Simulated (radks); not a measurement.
Dipole-allowed excitations along the series with 30 electrons in [Ar] 3d10 4s2. All-electron calculation, scalar-relativistic Kohn-Sham, LB94 model potential, spin-unpolarised, spherical densities, finite nucleus; Fermi nuclear charge, rms radius of each element as measured or else 0.836 A^(1/3) + 0.57 fm. Program: a radial shooting solver on a logarithmic mesh with Libxc functionals. Time-dependent linear response with the Hartree and adiabatic LDA kernel, continuum included through the Sternheimer equations, no spin-orbit coupling, so fine structure and intercombination lines are absent. Lines are the poles of the dipole polarisability below minus the highest occupied eigenvalue, found on a grid refined at the orbital gaps; the lowest seven at most are given, and weak or close lines can be missed. The first line takes the name of the lowest orbital gap if no other gap lies below it; otherwise a line is named after a gap within 0.6 % of it, if that gap stands alone.

| species | -e(HOMO) (eV) | lowest orbital gap (eV) | first line (eV) | f | static alpha (bohr^3) |
|---|---|---|---|---|---|
| Ag17+ | 479.32 | 4s-4p 43.766 | 51.777 (4s-4p) | 1.26 | 0.3819 |
| Cd18+ | 523.83 | 4s-4p 46.473 | 54.830 (4s-4p) | 1.25 | 0.3363 |
| In19+ | 570.23 | 4s-4p 49.268 | 57.973 (4s-4p) | 1.23 | 0.2975 |
| Sn20+ | 618.52 | 4s-4p 52.158 | 61.210 (4s-4p) | 1.22 | 0.2641 |
| Te22+ | 720.80 | 4s-4p 58.242 | 67.996 (4s-4p) | 1.20 | 0.2103 |

Estimate the first line of Sb21+, its oscillator strength and the static polarisability.

Answer. 64.550 eV (4s-4p), f = 1.21, alpha = 0.2353 bohr^3.
